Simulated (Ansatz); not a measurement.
(KOH)2 ring (K2O2H2), 6 atoms. Hardware: 4 threads of Arm Neoverse V1 on a shared host.

(1) How many basis functions does each of these Ansatz runs have, and roughly what does it cost? PBE0-D4/def2-SVP, charge 0 singlet, energy with a search over starts; PBE0-D4/def2-TZVP, charge 0 singlet, relaxation, 4 steps; r2SCAN-D4/def2-TZVP, charge 0 triplet at the geometry of the charge 0 singlet, energy, from earlier orbitals; PBE0-D4/def2-TZVPD, charge -1 doublet at the geometry of the charge 0 singlet, energy, from earlier orbitals; ωB97X-V/def2-TZVP, charge 0 singlet, energy, from earlier orbitals; PBE0-D4/def2-TZVP, charge 0 triplet at the geometry of the charge 0 singlet, energy; PBE0-D4/def2-SVP, charge 1 doublet at the geometry of the charge 0 singlet, energy with a search over starts; LDA (SPW92)/def2-TZVP, charge 0 singlet, energy, from earlier orbitals; PBE-D4/def2-SVP, charge 0 singlet, energy, from earlier orbitals; r2SCAN-D4/def2-TZVPD, charge -1 doublet at the geometry of the charge 0 singlet, energy, from earlier orbitals; PBE0-D4/def2-SVP, charge -1 doublet at the geometry of the charge 0 singlet, energy with a search over starts; PBE-D4/def2-TZVPD, charge -1 doublet at the geometry of the charge 0 singlet, energy, from earlier orbitals.

## Answers

(1) Other jobs shared the machine, so times can vary by a factor of up to 3. A dash marks memory too small to be measured apart from the calling script's.

| run | functions | fitting or Cholesky vectors | wall time | peak host memory (GiB) |
| --- | --- | --- | --- | --- |
| LDA (SPW92)/def2-TZVP, charge 0 singlet, energy, from earlier orbitals | 140 | 1040 | 0.75 s | – |
| PBE-D4/def2-SVP, charge 0 singlet, energy, from earlier orbitals | 86 | 954 | 0.9 s | – |
| PBE0-D4/def2-SVP, charge 0 singlet, energy with a search over starts | 86 | 818 | 1.4 s | – |
| ωB97X-V/def2-TZVP, charge 0 singlet, energy, from earlier orbitals | 140 | 1040 | 5 s | – |
| PBE0-D4/def2-TZVP, charge 0 singlet, relaxation, 4 steps | 140 | 1098 | 6 s | – |
| PBE0-D4/def2-SVP, charge 1 doublet at the geometry of the charge 0 singlet, energy with a search over starts | 86 | 818 | 7 s | – |
| PBE-D4/def2-TZVPD, charge -1 doublet at the geometry of the charge 0 singlet, energy, from earlier orbitals | 170 | 1337 | 7 s | – |
| PBE0-D4/def2-TZVP, charge 0 triplet at the geometry of the charge 0 singlet, energy | 140 | 1098 | 8.5 s | 0.67 |
| PBE0-D4/def2-SVP, charge -1 doublet at the geometry of the charge 0 singlet, energy with a search over starts | 86 | 872 | 9 s | – |
| PBE0-D4/def2-TZVPD, charge -1 doublet at the geometry of the charge 0 singlet, energy, from earlier orbitals | 170 | 1337 | 11 s | 0.57 |
| r2SCAN-D4/def2-TZVP, charge 0 triplet at the geometry of the charge 0 singlet, energy, from earlier orbitals | 140 | 1040 | 14 s | – |
| r2SCAN-D4/def2-TZVPD, charge -1 doublet at the geometry of the charge 0 singlet, energy, from earlier orbitals | 170 | 1337 | 16 s | – |
